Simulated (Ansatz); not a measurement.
Relaxation of C₂H₅AlS (9 atoms, charge 0, multiplicity 1), to a largest force component of 0.015 eV/Å in at most 40 steps.

These are results of RKS B3LYP-D4/6-31G* (Ansatz 0.2.0), not measurements.

```xyz
9
Properties=species:S:1:pos:R:3
C -0.895 1.030 0.008
C -0.509 0.213 0.982
S 1.199 -0.114 1.389
Al 1.178 -0.988 -0.626
H -1.939 1.235 -0.165
H -0.180 1.561 -0.605
H -1.215 -0.253 1.654
H 1.187 -2.522 -0.718
H 1.174 -0.163 -1.920
```

Q: Where does it end, and by what steps?

A: It converged. After 11 steps the energy has fallen by 0.240 eV; H8 moved furthest, 0.79 Å. Joined: C2–Al4.

```
step  energy less start (eV)  largest force component (eV/Å)  accepted
   0                  0.0000                           0.739       yes
   1                 -0.0426                           1.160       yes
   2                 -0.1106                           0.497       yes
   3                 -0.1646                           0.282       yes
   4                 -0.1991                           0.271       yes
   5                 -0.2185                           0.439       yes
   6                 -0.2312                           0.302       yes
   7                 -0.2235                           0.390        no
   8                 -0.2387                           0.083       yes
   9                 -0.2298                           0.250        no
  10                 -0.2396                           0.019       yes
  11                 -0.2397                           0.012       yes
```

```xyz
9
Properties=species:S:1:pos:R:3
C -0.850 0.875 -0.045
C -0.363 0.203 1.027
S 1.371 0.091 1.433
Al 1.011 -0.812 -0.606
H -1.905 0.813 -0.301
H -0.239 1.570 -0.614
H -1.042 -0.409 1.621
H 0.440 -2.285 -0.647
H 1.576 -0.045 -1.868
```

Run time: 54 s on 1 thread of Arm Neoverse V1, with other jobs on the host, peak memory 0.15 GiB.
